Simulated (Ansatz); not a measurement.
A made-up structure of AlB2H4Cl, closed shell:

```
8
angstrom
B 0.0373 1.1278 -0.3608
B -0.5586 0.8065 1.0058
Al 0.3766 -0.9860 -0.2222
Cl -1.3402 -2.2019 -0.0318
H -0.3988 0.6592 -1.4026
H 1.1099 1.6684 -0.3921
H -0.2055 2.1696 -0.7830
H 1.7180 -1.6619 -0.6974
```

It is relaxed with PBE-D4/def2-SVP and then PBE0-D4/def2-TZVP (Ansatz 0.2.0). Atoms count as bonded within 1.22 times the sum of their covalent radii (H–H: 0.88 Å). The end point is not checked to be a true minimum.

Problem. Does its bonding change? (A judgement: the text doesn't fix the answer.)

Solution. The calculation gives: Yes. Formed: B2–H6, B2–H7; broken: B1–Al3.

Where it ends: The first stage lowers the energy by 3.74 eV in 24 steps. It ends as AlB₂H₄Cl ([Cl][AlH][B]12[H][BH]1[H]2):
B1  (0.077, 1.736, -1.297)
B2  (0.167, 0.422, -0.634)
Al3  (0.284, -1.443, 0.229)
Cl4  (-1.521, -2.458, 0.596)
H5  (-0.009, 2.849, -1.672)
H6  (0.968, 1.423, -0.311)
H7  (-0.841, 1.250, -0.414)
H8  (1.614, -2.197, 0.618)
(Å)

Labels in which every atom is bracketed show which atoms are joined, not bond orders.

For scale, one of the runs: PBE0-D4/def2-TZVP relaxation, 160 basis functions, launched by `ansatz run in.yaml --threads 2 --pin off --events-out ev --progress --plain --max-ram 4352MiB`. The run took about 27 s on 2 CPU threads of an Arm Neoverse V1 (shared host).
